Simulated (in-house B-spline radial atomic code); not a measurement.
How G0W0 and RPA depend on the start: Fe XII (Fe11+)

Configuration [Ne] 3s2 3p3, highest spin. Computed with an all-electron radial atomic-structure program (B-spline basis): all electrons, scalar-relativistic (spin-free one-electron X2C), finite nucleus, each spin shell either full or empty, empty states to l = 9 with an (l + 1/2)⁻⁴ tail; G0W0 by contour deformation at full frequency.

```
          start  mean-field 3p up (eV)  G0W0 (eV)  QP weight  RPA correlation (Eh)
   Hartree-Fock                -328.80    -329.42      0.980               -0.9355
            PBE                -313.59          ?          ?                     ?
B3LYP (VWN-RPA)                -316.80          ?          ?                     ?
           PBE0                -317.69    -329.12      0.969               -1.0103
          wB97X                -319.78    -329.08      0.972               -0.9995
```

(1) What G0W0 level, weight and RPA correlation energy follow from the B3LYP (VWN-RPA) start?

(2) What G0W0 level, weight and RPA correlation energy follow from the PBE start?

(3) How much of the dependence on the start does G0W0 remove?

Answers

(1) G0W0 level -329.07 eV, weight 0.968, RPA correlation -1.0169 hartree.

(2) G0W0 level -328.96 eV, weight 0.962, RPA correlation -1.0427 hartree.

(3) The mean-field levels span 15.2 eV and the G0W0 levels 0.464 eV. Against 330.8 ± 0.6 eV (NIST, semi-empirical) the G0W0 removal energies are off by -1.84 to -1.38 eV, with spin-orbit coupling, Breit and QED terms left out.
